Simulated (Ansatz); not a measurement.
System: C₃H₄Cl, net charge -1, singlet state. It need not be the lowest isomer of its formula. Whether it binds its extra electron was not tested at this geometry. 
Structure (B3LYP-D3(BJ)/def2-TZVP (Ansatz, an electronic-structure program) minimum search):
SMILES: C/[C-]=C/Cl
```xyz
8

C     -2.4328     0.1058    -0.0519
C     -0.9992     0.5883    -0.0637
C     -0.1116    -0.3596     0.0260
Cl     1.7620    -0.0326     0.0342
H     -2.9562     0.4268    -0.9619
H     -2.9874     0.5622     0.7782
H     -2.5770    -0.9958     0.0312
H     -0.1719    -1.4458     0.1094
```
Charge -1, spin multiplicity 1.

Parts of the frozen-core correlation energy in cc-pV(T+d)Z (Ansatz, hartree). Frozen orbitals: 8; correlated occupied orbitals by spin: 12 and 12; virtual: 165 and 165. Spin-orbit coupling is left out. Non-relativistic.

```json
[
 {"term": "reference (HF)", "value": "-575.40178"},
 {"term": "MP2 opposite-spin", "value": "-0.52927"},
 {"term": "MP2 same-spin", "value": "-0.16776"},
 {"term": "CCSD correlation", "value": "-0.73556"},
 {"term": "(T)", "value": "-0.03545"},
 {"term": "T1 diagnostic", "value": "0.016"},
 {"term": "largest doubles amplitude", "value": "0.065"}
]
```
